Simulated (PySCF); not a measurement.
This PySCF input asks for the NMR shieldings of `FC[C@@H]1C[C@H]1[NH2+][BH2-]C(F)F`, C$_{5}$H$_{11}$BF$_{3}$N; the geometry comes from GFN2-xTB.

```python
import basis_set_exchange as bse
import numpy as np
from pyscf import gto, dft
from pyscf.prop import nmr

atoms = """
F    -3.100041   -1.741602   -0.709665
C    -3.104519   -0.435155   -0.276061
C    -1.834845   -0.141681    0.478264
C    -1.258538    1.247314    0.476726
C    -0.574747    0.160159   -0.287937
N     0.694846   -0.342206    0.182330
B     2.016274    0.434703   -0.372964
C     3.209694   -0.346054    0.420652
F     3.173766   -1.705779    0.174173
F     3.033278   -0.268224    1.791269
H    -3.990045   -0.320631    0.358112
H    -3.197200    0.191377   -1.168356
H    -1.733378   -0.724447    1.386762
H    -1.771501    2.017759   -0.076148
H    -0.792528    1.604258    1.381863
H    -0.620676    0.186519   -1.368951
H     0.747673   -0.284125    1.199290
H     0.813948   -1.322612   -0.076048
H     2.091873    0.259973   -1.541739
H     1.949015    1.568581   -0.038773
H     4.238729   -0.021182    0.221432
"""
names = dict.fromkeys(["F", "C", "N", "B", "H"], "pcSseg-1")
basis = {el: gto.basis.parse(bse.get_basis(n, elements=[el], fmt="nwchem")) for el, n in names.items()}
mol = gto.M(atom=atoms, basis=basis, charge=0, verbose=0)
mf = dft.RKS(mol, xc="PBE0")
mf.grids.level = 2
mf.grids.alignment = dft.numint.BLKSIZE   # the property module wants whole blocks of grid points
mf.conv_tol = 1e-9
mf.kernel()

calc = nmr.RKS(mf)   # GIAO
C = mf.mo_coeff
Co = C[:, mf.mo_occ > 0]
resp = mf.gen_response(singlet=True, hermi=2)
def vind(x):   # induced exchange potential for any number of trial vectors
    d = np.einsum("pi,xij,qj->xpq", C, 2 * x.reshape(-1, C.shape[1], Co.shape[1]), Co, optimize=True)
    return np.einsum("xpq,pi,qj->xij", resp(d - d.transpose(0, 2, 1)), C, Co, optimize=True).ravel()
mo1, _ = nmr.rhf.solve_mo1(calc, with_cphf=vind)
sigma = calc.kernel(mo1)
for i, s in enumerate(sigma):   # ppm
    print("%2d %-2s %9.2f" % (i, mol.atom_pure_symbol(i), np.trace(s) / 3))
```

Q: What does it print?

A: 
```
 0 F     409.19
 1 C      98.10
 2 C     162.90
 3 C     175.30
 4 C     151.22
 5 N     207.58
 6 B     120.07
 7 C      51.75
 8 F     328.29
 9 F     328.94
10 H      26.45
11 H      27.91
12 H      30.41
13 H      31.00
14 H      30.92
15 H      29.31
16 H      29.16
17 H      27.44
18 H      29.68
19 H      29.73
20 H      25.26
```

These numbers come from an equivalent density-fitted implementation of the same equations, which agrees with the script to about 0.01 ppm for H and up to a few tenths of a ppm for heavy atoms, so last digits may differ.

Size and cost of the density-fitted run: 225 basis functions, 80 s wall time on 1 thread of an Arm Neoverse N1, shared host; peak memory 1 GiB.
